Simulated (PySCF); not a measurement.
C4H8BNSi.
Geometry (PBE0-D3(BJ)/def2-SVP, Å), atoms numbered from 1 in this order:
```
atom  x, y, z in Å
B1    -2.7679    0.3923   -0.6508
Si2   -1.5657   -1.1607   -0.2259
N3     0.1476   -0.7330   -0.0096
C4     1.0641   -0.5575   -1.0240
C5     2.2183   -0.0261   -0.4960
C6     2.0010    0.1395    0.9005
C7     0.7233   -0.2977    1.1649
H8    -2.3563    1.5208   -0.7694
H9    -3.9529    0.1992   -0.7979
H10   -1.6116   -2.1640   -1.3356
H11   -1.9931   -1.8156    1.0498
H12    0.8253   -0.8399   -2.0483
H13    3.1261    0.2061   -1.0500
H14    2.7086    0.5242    1.6327
H15    0.1779   -0.3468    2.1062
```

Computed with PySCF at PBE0/pcSseg-1 and PBE0/def2-SVPD, non-relativistic, on one gas-phase PBE0-D3(BJ)/def2-SVP geometry that isn't relaxed in the solvent. The solvent is an IEF-PCM continuum (van der Waals radii × 1.2). Specific hydrogen bonds and non-electrostatic terms are outside this model.

Gas phase at PBE0/pcSseg-1: HOMO -6.16 eV, LUMO -2.70 eV, dipole 1.66 D.

Q: What does the continuum do to the energy, the frontier levels and the dipole at PBE0/pcSseg-1 in benzene and chloroform?

A: 
```
   solvent      ε  E(solvent) − E(gas) (kcal/mol)  polarisation term (kcal/mol)  distortion of the solute (kcal/mol)  HOMO (eV)  LUMO (eV)  dipole (D)
   benzene  2.271                           -1.76                         -1.85                                 0.09      -6.22      -2.54        1.93
chloroform  4.711                           -2.90                         -3.16                                 0.26      -6.27      -2.47        2.10
```

The first energy column is the sum of the next two and covers electrostatics alone. From benzene to chloroform the lowering changes by a factor 1.65, Onsager's factor (ε − 1)/(2ε + 1) by 1.55 and ε itself by 2.1.

Q: Which radius a makes the point-dipole formula ΔE = −[(ε − 1)/(2ε + 1)]·μ²/a³ give the value in chloroform, with the gas-phase dipole?

A: μ = 0.651 au and |ΔE| = 0.00462 Eh give a = 1.69 Å; the farthest nucleus lies 3.97 Å from the centroid of the nuclei, so such a sphere wouldn't even hold the nuclei. The formula assumes a rigid point dipole at the centre of a sphere.

Q: Give the dipole vector in the frame of the coordinates (D, pointing from negative to positive charge), gas and chloroform.

A: Gas (-1.63, -0.10, -0.25), solvent (-2.07, -0.19, -0.31). Its length changes by +27 % and its direction by 2°.

Q: Which Mulliken charges (PBE0/pcSseg-1) respond most in benzene (means over atoms taken as equivalent)?

A: 
| atoms | environment | gas (e) | solvent (e) | change |
| --- | --- | --- | --- | --- |
| C5/C6 | aromatic CH carbon | -0.174 | -0.189 | -0.015 |
| H12/H15 | aromatic hydrogen | +0.107 | +0.116 | +0.009 |
| B1 | three-coordinate boron | -0.161 | -0.153 | +0.008 |
| C4/C7 | aromatic CH next to a ring nitrogen | +0.138 | +0.132 | -0.006 |
| Si2 | SiH2 silicon | +0.574 | +0.580 | +0.006 |
| H13/H14 | aromatic hydrogen | +0.086 | +0.091 | +0.005 |
| H8/H9 | B–H hydrogen | +0.049 | +0.047 | -0.002 |
| H10/H11 | Si–H hydrogen | -0.061 | -0.060 | +0.001 |
| N3 | pyrrole-type nitrogen | -0.702 | -0.701 | +0.001 |

Q: How do the nuclear quadrupole coupling constants eQVzz/h respond in benzene?

A: 
```
  nucleus  Q (barn)  gas (MHz)  solvent (MHz)  η gas  η solvent
11B at B1   0.04059       6.27           6.27   0.04       0.04
14N at N3   0.02044      -2.06          -2.00   0.70       0.76
```

Gas phase at PBE0/def2-SVPD: HOMO -6.20 eV, LUMO -2.71 eV, dipole 1.59 D.

Q: What does the continuum do to the energy, the frontier levels and the dipole at PBE0/def2-SVPD in benzene?

A: 
```tsv
solvent	ε	E(solvent) − E(gas) (kcal/mol)	polarisation term (kcal/mol)	distortion of the solute (kcal/mol)	HOMO (eV)	LUMO (eV)	dipole (D)
benzene	2.271	-1.57	-1.67	0.10	-6.24	-2.56	1.87
```

Q: How does the static polarisability (PBE0/def2-SVPD, frozen core, with the continuum's full static response) change?

A: 
```
 medium  isotropic (au)  principal values (au)  ⟨r²⟩ of the electrons (bohr²)
    gas            95.7      77.9, 89.4, 119.9                          994.2
benzene           109.4     89.0, 104.0, 135.3                          994.0
```

The isotropic value in benzene is 1.14 times the gas-phase one; no cavity-field correction is applied. ⟨r²⟩ is taken about the centre of nuclear charge.

On an Arm Neoverse V2 with one thread, shared host with 192 logical CPUs at a one-minute load of 67, this took 17 s of wall time and 0.85 GiB of memory at its peak. This is the whole shielding run at PBE0/pcSseg-1 in chloroform, SCF included.
